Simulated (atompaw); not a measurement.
# PBEsol PAW (atompaw) dataset for Zr (Z = 40), scalar-relativistic all-electron reference.

atompaw 4.2.0.5 was run on this input:

```
Zr 40
GGA-PBESOL scalarrelativistic loggrid 1500 logderivrange -6 5 276
5 5 4 0 0 0
5 1 0
4 2 2
0 0 0
c
c
c
v
v
c
c
v
v
c
v
2
2.05 1.85 1.40 1.80
n
n
y
0.85
n
custom rrkj vanderbiltortho sinc
3 0 ultrasoft
1.55
0.55
1.95
2.05
2.05
2.05
PWSCFOUT
UPFDX 0.0125d0 UPFXMIN -7.d0 UPFZMESH 40.d0
END
```

Command:

```bash
atompaw < Zr.input > Zr.log
```

Output (summary file):

```
[... start of the log left out ...]
   Valence                  :     -302.52156120371819

 PAW parameters:
       lmax =            2
         rc =    2.0507634873210256
        irc =         1072
   rc_shape =    1.8505445511296126
    rc_vloc =    1.4070862174913101
    rc_core =    1.8036217191350665
   Vloc: Non norm-conserving form with l= 3;e=   0.0000E+00
   Projector type: RRKJ pseudization + Vanderbilt ortho.
   Sinc^2 compensation charge shape zeroed at   1.8505E+00

 Number of basis functions     6
 No.   n  nodes  l      Energy         Cp coeff         Occ
  1    4    3    0   -0.4002433E+01  0.8192618E-01  0.2000000E+01
  2    5    4    0   -0.3281618E+00 -0.8686794E+01  0.2000000E+01
  3    4    2    1   -0.2383504E+01 -0.2527935E+01  0.6000000E+01
  4    5    3    1   -0.1068279E+00 -0.1260117E+02  0.0000000E+00
  5    4    1    2   -0.2654581E+00  0.9686188E+02  0.2000000E+01
  6  999    2    2    0.8500000E+00  0.5232077E+01  0.0000000E+00

 Eigenvalues of overlap operator (in the basis of projectors):
    1       -8.36420010E-02
    2       -6.61676716E-02
    3        3.12766297E-01
    4        2.21868929E+01
    5        5.72394480E+01
    6        5.31874136E+02

The overlap operator has at least one negative eigenvalue!
It might be not positive definite...
Program is stopping.
This probably means that your projectors are too similar
or that your PAW basis is incomplete.
Advice: try to change your input parameters (f.i. : reference energies).
```

The run stopped because the overlap operator built from these waves and projectors is not positive definite.

The run took about 6.2 s on one core of a shared server CPU.
